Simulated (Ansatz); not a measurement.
`[SiH3]OB(S)Cl` + `CBNCO` → `CB(S)O[SiH3]` + `OCNBCl`  (redistribution)

Gas-phase electronic energies from Ansatz, PBE0-D4/def2-TZVP geometries. CCSD(T)/CBS is the MP2 limit (def2-TZVPP, def2-QZVPP) plus CCSD(T) − MP2 in def2-TZVPP, frozen cores. DFT in def2-TZVPP. One conformer a species, not always the lowest.

`[SiH3]OB(S)Cl`:

```xyz
9

Si    0.162    1.620   -0.277
O     0.749    0.074   -0.208
B     0.312   -1.158    0.087
S    -1.415   -1.452    0.557
Cl    1.462   -2.496    0.009
H     0.772    2.390    0.830
H     0.560    2.186   -1.585
H    -1.316    1.610   -0.145
H    -1.285   -2.775    0.733
```

`CBNCO`:

```xyz
13

C    -1.053    1.777    0.700
B    -0.773    0.359    0.095
N     0.459   -0.279    0.236
C     0.819   -1.563   -0.294
O     1.807   -1.485   -1.290
H    -1.361    2.474   -0.087
H    -0.204    2.218    1.229
H    -1.898    1.733    1.396
H    -1.619   -0.236   -0.520
H     1.214    0.181    0.726
H     1.250   -2.199    0.483
H    -0.099   -2.031   -0.665
H     1.458   -0.950   -2.009
```

`CB(S)O[SiH3]`:

```xyz
12

C    -0.276   -0.332    2.107
B     0.229   -0.331    0.625
S     1.652   -1.390    0.214
O    -0.404    0.447   -0.290
Si   -0.413    0.819   -1.889
H    -0.244    0.687    2.508
H    -1.326   -0.641    2.138
H     0.293   -0.982    2.773
H     1.757   -1.087   -1.091
H    -0.575    2.286   -2.012
H     0.856    0.405   -2.548
H    -1.549    0.119   -2.536
```

`OCNBCl`:

Cartesian coordinates in Å:
```
O -1.534 0.887 -0.600
C -0.288 0.310 -0.885
N 0.181 -0.597 0.132
B 0.988 -0.312 1.227
Cl 1.639 1.307 1.485
H -2.207 0.201 -0.605
H 0.412 1.140 -0.960
H -0.310 -0.222 -1.844
H -0.150 -1.545 0.041
H 1.268 -1.168 2.008
```

```
        level  ΔE (kJ/mol)
         PBE0          2.3
HF/def2-TZVPP          0.2
```

(1) What does CCSD(T)/CBS give? (An estimate is asked.)

Largest T1 diagnostic among the species: 0.012.

Answers

(1) Ansatz gave: +0.4 kJ/mol. The listed levels differ from it by 1.9, -0.2 kJ/mol.
